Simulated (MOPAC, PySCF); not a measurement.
[Zr(Cl)(NH2)3], neutral singlet in the gas phase. 

Z-matrix (Å, degrees):
```
Zr
N 1 2.0412
H 2 1.0243 1 128.41
H 2 1.0271 3 107.82 1 172.98
N 1 2.0414 2 106.88 3 -108.70
H 5 1.0242 1 128.48 2 4.91
H 5 1.0272 6 107.80 1 173.16
N 1 2.0419 2 106.73 3 5.15
H 8 1.0243 1 128.26 2 -109.44
H 8 1.0272 9 107.76 1 172.82
Cl 1 2.4121 2 111.81 3 128.47
```
Charge 0, spin multiplicity 1.

All levels are single points at this geometry (TPSS-D3(BJ)/def2-SVP); Pople sets use spherical d functions. Orbital energies aren't observables, and empty levels follow the basis.

PM6 in MOPAC gives gap (eV) = 9.49.

**Question.** Estimate the gap (eV) from each of these levels: B3LYP-D3(BJ)/def2-TZVP in PySCF; PBE-D3(BJ)/def2-TZVP in PySCF; TPSSh-D3(BJ)/def2-TZVP in PySCF; B3LYP/6-311+G** (LANL2DZ on Zr) in PySCF; B3LYP/6-31G* (LANL2DZ on Zr) in PySCF; B3LYP/LANL2DZ in PySCF; BP86/6-31G* (LANL2DZ on Zr) in PySCF; M06-2X/6-31G* (LANL2DZ on Zr) in PySCF; PBE/6-31G* (LANL2DZ on Zr) in PySCF; SVWN5/6-31G* (LANL2DZ on Zr) in PySCF; HF/6-31G* (LANL2DZ on Zr) in PySCF; PM7 in MOPAC.

**Answer.** 
| level | gap (eV) |
|---|---|
| B3LYP-D3(BJ)/def2-TZVP in PySCF | 6.30 |
| PBE-D3(BJ)/def2-TZVP in PySCF | 4.55 |
| TPSSh-D3(BJ)/def2-TZVP in PySCF | 5.60 |
| B3LYP/6-311+G** (LANL2DZ on Zr) in PySCF | 6.01 |
| B3LYP/6-31G* (LANL2DZ on Zr) in PySCF | 6.06 |
| B3LYP/LANL2DZ in PySCF | 6.13 |
| BP86/6-31G* (LANL2DZ on Zr) in PySCF | 4.35 |
| M06-2X/6-31G* (LANL2DZ on Zr) in PySCF | 8.70 |
| PBE/6-31G* (LANL2DZ on Zr) in PySCF | 4.35 |
| SVWN5/6-31G* (LANL2DZ on Zr) in PySCF | 4.37 |
| HF/6-31G* (LANL2DZ on Zr) in PySCF | 12.50 |
| PM7 in MOPAC | 10.81 |
